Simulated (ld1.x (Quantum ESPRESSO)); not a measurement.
manganese, PAW: configuration errors across variants

```json
{"Element": "manganese (Mn)", "Generator": "ld1.x (Quantum ESPRESSO) 7.5", "Type": "PAW", "Functional": "LDA (PZ)", "Relativity": "scalar-relativistic", "Frozen core": "[Ne]", "Valence charge": "15", "Reference configuration": "3s2 3p6 3d5 4s2 4p0", "Partial waves": "3s (bound): rcut 1.15, rcutus 1.35 bohr; 4s (bound): rcut 1.15, rcutus 1.35 bohr; 3p (bound): rcut 1.25, rcutus 1.55 bohr; 4p (bound, empty): rcut 1.25, rcutus 1.55 bohr; 3d (bound): rcut 1.10, rcutus 1.15 bohr; 3d channel at 0.05 Ry: rcut 1.10, rcutus 1.15 bohr", "Local potential": "all-electron potential smoothed inside 0.90 bohr (lloc = -2)", "Core correction": "a·sin(br)/r model core, default radius (core density twice the valence density)", "Augmentation charge": "BESSEL, radius 1.00 bohr"}
```

All-electron excitation energies from the reference (eV): (1) 3s2 3p6 3d5 4s1 4p0 8.654; (2) 3s2 3p6 3d5 4s0 4p0 24.531; (3) 3s2 3p6 3d4 4s0 4p0 57.342; (4) 3s2 3p6 3d5 4s1 4p1 3.925; (5) 3s2 3p6 3d5 4s1.5 4p0 3.465; (6) 3s2 3p6 3d6 4s0 4p0 7.024; (7) 3s2 3p6 3d6 4s1 4p0 -0.398; (8) 3s2 3p6 3d5 4s2 4p0 spin -5.054; (9) 3s2 3p6 3d5 4s1 4p0 spin 2.545.

Spin tests fill each open shell by Hund’s rule, majority spin first.

The overlap operator is not positive definite (basis up to 400 Ry) in “base”, “all radii but the core radius scaled by about 0.88 (s 1.18, p 1.36, d 1.02 bohr, rcut 1.02/1.10/0.96); local potential all-electron potential smoothed inside 0.80 bohr (lloc = -2); augmentation BESSEL, radius 0.88 bohr”, “all radii but the core radius scaled by about 1.14 (s 1.54, p 1.76, d 1.30 bohr, rcut 1.30/1.42/1.24); local potential all-electron potential smoothed inside 1.02 bohr (lloc = -2); augmentation BESSEL, radius 1.14 bohr”. Such files are unfit for use, however small their errors in these radial tests.

Errors AE − PS in meV (a dash: test not solved or not reliable):

```csv
change,(1),(2),(3),(4),(5),(6),(7),(8),(9),bound ghosts
base,-0.2,+0.6,+21,+0.8,-0.2,+21,+11,-3.4,-3.5,not determined (overlap not positive)
"all radii but the core radius scaled by about 0.78 (s 1.06, p 1.20, d 0.90 bohr, rcut 0.90/0.98/0.86); local potential all-electron potential smoothed inside 0.70 bohr (lloc = -2); augmentation BESSEL, radius 0.78 bohr",-0.6,-1.9,-1.4,-0.2,-0.3,-1.8,-1.0,–,–,none
"all radii but the core radius scaled by about 0.88 (s 1.18, p 1.36, d 1.02 bohr, rcut 1.02/1.10/0.96); local potential all-electron potential smoothed inside 0.80 bohr (lloc = -2); augmentation BESSEL, radius 0.88 bohr",-0.6,-1.9,-0.3,-0.3,-0.2,-1.2,-0.6,-4.2,-5.0,not determined (overlap not positive)
"all radii but the core radius scaled by about 1.14 (s 1.54, p 1.76, d 1.30 bohr, rcut 1.30/1.42/1.24); local potential all-electron potential smoothed inside 1.02 bohr (lloc = -2); augmentation BESSEL, radius 1.14 bohr",-5.1,-29,-96,+27,-1.2,-181,-92,-14,-21,not determined (overlap not positive)
"all radii but the core radius scaled by about 1.27 (s 1.72, p 1.96, d 1.46 bohr, rcut 1.46/1.58/1.40); local potential all-electron potential smoothed inside 1.14 bohr (lloc = -2); augmentation BESSEL, radius 1.26 bohr",+0.7,+3.7,-5.7,+1.7,0.0,+3.9,+1.0,-7.2,-8.2,none
```

Task: Give the same row for: all radii but the core radius scaled by about 1.33 (s 1.80, p 2.06, d 1.54 bohr, rcut 1.54/1.66/1.46); local potential all-electron potential smoothed inside 1.20 bohr (lloc = -2); augmentation BESSEL, radius 1.34 bohr.

Result: +1.3, +5.0, -5.5, –, –, –, –, –, –; bound ghosts: none.
